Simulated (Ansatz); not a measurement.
Consider the redistribution: `O[SiH2]C#[C][GeH2][OH]` + `O[SiH2][SiH3]` → `[OH][GeH2][SiH3]` + `O[SiH2]C#C[SiH2]O`.

Program: Ansatz. Geometries: PBE0-D4/def2-TZVP. ΔE: electronic, gas phase. CBS: MP2 limit from def2 TZ/QZ plus the TZ coupled-cluster correction, frozen cores. Functionals use def2-TZVPP. B3LYP here is the variant with VWN-RPA as its local correlation; programs differ in this. For Ge outer-core shells are correlated without core-valence functions, which leaves a few kJ/mol of doubt a bond. Scalar relativity is left out up to krypton. Each species was taken in one conformer, which may not be the lowest.

```csv
level,ΔE (kcal/mol),difference from CCSD(T)/CBS
r2SCAN-D4,-9.8,-0.6
PBE0-D4,-9.0,0.2
B3LYP-D4,-10.0,-0.8
B2PLYP,-9.5,-0.3
HF/def2-TZVPP,-9.0,0.2
CCSD/def2-TZVPP,-8.3,0.9
CCSD(T)/def2-TZVPP,-8.1,1.1
HF/def2-QZVPP,-9.2,0.0
MP2/def2-QZVPP,-9.4,-0.2
MP2/CBS(def2),-9.8,-0.6
CCSD(T)/CBS,-9.2,0
```

Largest T1 diagnostic among the species: 0.012.
